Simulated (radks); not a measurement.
Task: Nd+, 59 electrons, occupied as [Xe] 4f4 6s1 (the NIST ground configuration). Method: scalar-relativistic Kohn-Sham, PBEsol, spin-unpolarised, spherical densities, finite nucleus; Fermi nuclear charge, rms radius 4.9123 fm; computed with a radial shooting solver on a logarithmic mesh with Libxc functionals. Some entries of the table are withheld. Estimate them.

orbital  occ.  eigenvalue (eV)  <r^2> (bohr^2)
1s          2              (1)       0.0007604
2s          2        -7022.637         0.01204
2p          6        -6279.845        0.009627
3s          2        -1527.960         0.08111
3p          6        -1293.658         0.08113
3d         10        -968.2574         0.06883
4s          2              (2)          0.4165
4p          6        -231.5924          0.4708
4d         10        -122.4738          0.5809
5s          2         -46.4693           2.438
5p          6         -28.0693             (3)
6s          1          -8.1977           18.01
4f          4          -7.6974           1.701

Result: 
(1) 1s eigenvalue (eV): -43384.58
(2) 4s eigenvalue (eV): -308.3472
(3) 5p <r^2> (bohr^2): 3.374
